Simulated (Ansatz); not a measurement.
`CCCCCCCCSC(C)=O` with charge -1. Charge -1, multiplicity 2. Geometry r2SCAN-D4/def2-SVP, that of the neutral singlet; atoms count from 1.

```xyz
32

C     4.3507    3.7719   -0.3852
C     3.1699    2.9303   -0.8559
C     2.4028    2.2709    0.2879
C     1.2149    1.4307   -0.1734
C     0.4587    0.7666    0.9764
C    -0.7977    0.0003    0.5605
C    -0.5278   -1.2091   -0.3350
C    -1.7785   -1.9818   -0.7332
S    -2.5628   -2.7686    0.7202
C    -3.9021   -3.6127   -0.1234
C    -4.7749   -4.4156    0.8102
O    -4.0673   -3.5355   -1.3183
H     4.0196    4.5829    0.2844
H     4.8851    4.2344   -1.2298
H     5.0775    3.1602    0.1747
H     2.4743    3.5592   -1.4421
H     3.5242    2.1477   -1.5523
H     2.0490    3.0511    0.9890
H     3.0945    1.6354    0.8736
H     1.5759    0.6647   -0.8843
H     0.5161    2.0693   -0.7479
H     0.1742    1.5438    1.7088
H     1.1418    0.0829    1.5159
H    -1.3322   -0.3361    1.4666
H    -1.4920    0.6860    0.0381
H    -0.0407   -0.8834   -1.2710
H     0.1889   -1.8894    0.1618
H    -1.5539   -2.7839   -1.4525
H    -2.5296   -1.3252   -1.2016
H    -5.6001   -4.8591    0.2375
H    -5.1740   -3.7753    1.6117
H    -4.1843   -5.2127    1.2886
```

The highest occupied level of the charge -1 doublet lies above zero (up to 3.44 eV). By energy differences it is unbound by 1.67 eV (vertical, against the charge 0 singlet, at PBE0-D4/def2-SVP) and held by the finite basis.

**Question.** Estimate the Mulliken populations of the heavy atoms from the PBE0/def2-SVP orbitals of Ansatz.

**Answer.** 
```
atom  charge (e)  spin (α − β)
  C1       -0.02         -0.03
  C2       -0.06         -0.01
  C3       -0.05         -0.01
  C4       -0.07          0.00
  C5       -0.03          0.00
  C6       -0.03          0.00
  C7       -0.06          0.00
  C8       -0.07          0.00
  S9       -0.24          0.00
 C10       -0.16          0.55
 C11        0.01         -0.06
 O12       -0.39          0.27
```
Mulliken values depend strongly on the basis.

**Question.** Where does the spin sit?

**Answer.** Summed by element: C 0.43, S 0.00, O 0.27, H 0.30, of 1 unpaired in all. Largest on single atoms: C10 0.55, O12 0.27, C11 -0.06.

**Question.** And the Mayer bond orders between heavy atoms (over 0.3)?

**Answer.** C1–C2 1.09 (1.52 Å); C2–C3 1.07 (1.53 Å); C3–C4 1.07 (1.53 Å); C4–C5 1.06 (1.53 Å); C5–C6 1.08 (1.53 Å); C6–C7 1.06 (1.53 Å); C7–C8 1.06 (1.52 Å); C8–S9 1.01 (1.83 Å); S9–C10 0.84 (1.79 Å); C10–C11 1.05 (1.51 Å); C10–O12 1.77 (1.21 Å).
